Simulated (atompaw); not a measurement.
## Reading a pseudo-wave (Ga (Z = 31))

Columns: radius, all-electron u(r) and pseudo u(r) of the 4p shell (level -2.73 eV) of gallium in the configuration [Ar] 3d10 4s2 4p1; LDA (PW92), scalar-relativistic, PAW (atompaw) scheme, atompaw 4.2.0.5.

```
r (bohr)  all-electron  pseudo
   0.092        0.1204  0.0017
   0.185        0.0704  0.0068
   0.277       -0.0628  0.0153
   0.369       -0.1655  0.0271
   0.462       -0.2092  0.0424
   0.554       -0.2016  0.0609
   0.646       -0.1602  0.0824
   0.738       -0.0998  0.1070
   0.831       -0.0297  0.1347
   0.923        0.0417  0.1646
   1.015        0.1112  0.1967
   1.108        0.1772  0.2310
   1.200        0.2371  0.2661
   1.292        0.2912  0.3019
   1.385        0.3396  0.3380
   1.477        0.3818  0.3730
   1.569        0.4184  0.4065
   1.662        0.4502  0.4381
   1.754        0.4769  0.4665
   1.846        0.4992  0.4914
   1.938        0.5175  0.5125
   2.031        0.5324  0.5297
   2.123        0.5438  0.5428
   2.215        0.5524  0.5521
   2.308        0.5584  0.5583
   2.400        0.5619  0.5619
```

Problem. How many radial nodes do the two functions have?

Solution. The all-electron 4p function has n − l − 1 = 2; the pseudo-wave has 0, since the states of the same l below it are removed with the core.

Problem. Is the pseudo-wave norm-conserving?

Solution. No, it belongs to a PAW set: the norm inside the radius is not constrained, and the difference is carried by the augmentation charge.
